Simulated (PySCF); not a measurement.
Excitations are Tamm–Dancoff values on a coarser integration grid. The basis has no diffuse functions, so Rydberg states are missing or too high.

C₈H₇ClSSi, SMILES `c12cc([SiH3])c(cc2ccs1)Cl` (charge 0, multiplicity 1)

Calculation: PySCF with PBE0-D3(BJ)/def2-TZVP // PBE0-D3(BJ)/def2-SVP.

- HOMO: -6.63 eV
- dipole moment: 2.30 D
- HOMO–LUMO gap: 5.25 eV
- LUMO: -1.38 eV
- S1 excitation (TDA): 4.47 eV
- S1 oscillator strength: 0.045
- brightest of the four lowest singlets (TDA): 5.56 eV
- T1 excitation (TDA): 3.29 eV
- S1–T1 gap (TDA): 1.18 eV
- vertical ionisation energy (Delta-SCF): 8.18 eV
- total energy: -1456.3417 Ha
- cost: around 13 core-minutes (rough)

```xyz
18

Si     3.2378     0.0002    -0.3511
C      1.3777     0.0444    -0.0668
C      0.5052    -0.5094    -1.0038
C     -0.8732    -0.4696    -0.7800
S     -2.1252    -1.0957    -1.8104
C     -3.3475    -0.5722    -0.7026
C     -2.8496     0.0493     0.4011
C     -1.4164     0.1240     0.3847
C     -0.5418     0.6832     1.3315
C      0.8194     0.6334     1.0910
Cl     1.8979     1.3280     2.2679
H      3.8119     1.3760    -0.4235
H      3.9365    -0.7629     0.7247
H      3.4556    -0.6895    -1.6595
H      0.9006    -0.9734    -1.9110
H     -4.3948    -0.7601    -0.9390
H     -3.4710     0.4448     1.2053
H     -0.9233     1.1494     2.2414
```
